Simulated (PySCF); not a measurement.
HO2Si, SMILES O=[Si]=[OH+], charge +1. Geometry optimised at PBE0-D3(BJ)/def2-TZVP. The isomer is the one that the SMILES or the coordinates give; other isomers of the formula were not compared.

TDA-ωB97X/def2-SVPD run with PySCF puts the lowest singlet excitations at 4.60, 4.66, 6.70, 7.12, 7.42, 7.50 eV.

### Question
What are the lowest excitation roots from ADC(2)/aug-cc-pVDZ (PySCF)? (Estimate from the structure and the level; the computed values follow.)

### Answer
4.11, 4.19, 6.20, 6.67, 6.88, 7.04 eV. S1 differs by -0.49 eV (second minus first; roots are paired by order, and the bases may differ).
